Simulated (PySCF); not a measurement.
**Telling isomers of C5H4F4O apart by NMR**

- NMR shieldings at PBE0/pcSseg-1/GIAO
- GFN2-xTB structure
- run in PySCF 2.14
- non-relativistic, in vacuum, equivalent nuclei averaged, a single conformation

Scale: TMS for ¹H (31.72 ppm), ¹³C (186.93 ppm) (reference shieldings calculated alike). Splittings of carbon signals by F and P are missing where no couplings were computed. Where no couplings were computed, multiplicities follow the n + 1 count of equivalent neighbours, and m marks all less simple cases (inequivalent or close neighbours, rings, F or P nearby). Shifts are as computed. Against solution values, carbons near 30 ppm lie about +3 ppm off and those near 130 ppm about +5 ppm. Of 1211 compounds with measured shifts, 218 miss one by over three times the rms of a fit or turn the order of signals round; such compounds aren't used in these exercises.

(1) Tabulate the signals of `C/C=C(/C(=O)F)C(F)(F)F`, `FC(F)(F)[C@]1(F)C=COC1`, `O=C(F)C1(C(F)(F)F)CC1`, `O=C(F)[C@@H]1C[C@H]1C(F)(F)F`, `F[C@@H]1C[C@]2(F)O[C@]2(F)[C@@H]1F` and their relative energies.

(2) What is the quickest way to tell O=C(F)[C@@H]1C[C@H]1C(F)(F)F from F[C@@H]1C[C@]2(F)O[C@]2(F)[C@@H]1F?

(3) What is the quickest way to tell C/C=C(/C(=O)F)C(F)(F)F from O=C(F)[C@@H]1C[C@H]1C(F)(F)F?

(4) What is the quickest way to tell O=C(F)C1(C(F)(F)F)CC1 from O=C(F)[C@@H]1C[C@H]1C(F)(F)F?

Results:

(1) 
| SMILES | carbon types | δC | δH | E rel. (kcal/mol) |
| --- | --- | --- | --- | --- |
| C/C=C(/C(=O)F)C(F)(F)F | 3×C 1×CH 1×CH3 | 165.7, 159.1, 131.9, 128.1, 17.2 | 8.01 (m, 1H), 2.47 (d, 3H) | 3.8 |
| FC(F)(F)[C@]1(F)C=COC1 | 2×C 2×CH 1×CH2 | 164.6, 132.9, 108.8, 102.7, 78.5 | 6.83 (m, 1H), 5.49 (m, 1H), 4.81 (m, 1H), 4.77 (m, 1H) | 18.2 |
| O=C(F)C1(C(F)(F)F)CC1 | 3×C 2×CH2 | 170.8, 133.2, 28.0, 20.3 | 1.66 (m, 2H), 1.57 (m, 2H) | 3.1 |
| O=C(F)[C@@H]1C[C@H]1C(F)(F)F | 2×C 2×CH 1×CH2 | 173.3, 133.9, 28.6, 17.9, 16.9 | 2.15 (m, 1H), 2.08 (m, 1H), 1.58 (m, 1H), 1.46 (m, 1H) | 0.0 |
| F[C@@H]1C[C@]2(F)O[C@]2(F)[C@@H]1F | 2×C 2×CH 1×CH2 | 99.2, 97.9, 94.8, 87.9, 39.3 | 5.48 (m, 1H), 5.10 (m, 1H), 2.82 (m, 1H), 2.47 (m, 1H) | 39.8 |

Energies are electronic energies at PBE0/pcSseg-1 on these geometries, without zero-point or thermal terms, each for the one conformer computed, which needn't be the lowest.

(2) Both give the same number of carbon signals, with the same numbers of each carbon type, so the positions decide. The first has a carbonyl carbon (C) at 173.3 ppm, the second an sp3 CH bonded to F at 94.8 ppm. Their most deshielded carbons lie at 173.3 and 99.2 ppm. In the proton spectra the most deshielded non-exchanging signals are 2.15 (m, 1H) and 5.48 (m, 1H).

(3) Both give the same number of carbon signals, but DEPT or the intensities differ. The first has a β carbon of a C=C–C=O unit (CH) at 165.7 ppm, the second a three-membered-ring carbon (CH) at 28.6 ppm. Their most deshielded carbons lie at 165.7 and 173.3 ppm. In the proton spectra the most deshielded non-exchanging signals are 8.01 (m, 1H) and 2.15 (m, 1H).

(4) Count the carbon signals: 4 against 5. The first has a three-membered-ring carbon (C) at 28.0 ppm, the second a three-membered-ring carbon (CH) at 28.6 ppm. Their most deshielded carbons lie at 170.8 and 173.3 ppm. In the proton spectra the most deshielded non-exchanging signals are 1.66 (m, 2H) and 2.15 (m, 1H).
